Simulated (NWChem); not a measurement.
Species: BHCl cation

```xyz
3

B      0.0000     0.0000    -1.0919
Cl     0.0000     0.0000     0.5077
H      0.0000     0.0000    -2.2675
```
Atoms are numbered in this order, from 1.

Program: NWChem. All runs use the structure optimised with B3LYP/6-31G* (spherical d). GIAO values for the isolated, static molecule; σ is the absolute isotropic shielding, δ = σ(reference) − σ with the isolated reference molecule computed at the same levels (11B: boron trifluoride, 1H: tetramethylsilane).

What does the run give for B3LYP/IGLO-III? Quantities: δ B1 (ppm); σ Cl2 (ppm); δ H3 (ppm).

The δ B1 (ppm) is 45.5. The σ Cl2 (ppm) is 618.2 and the δ H3 (ppm) comes out as 5.08.
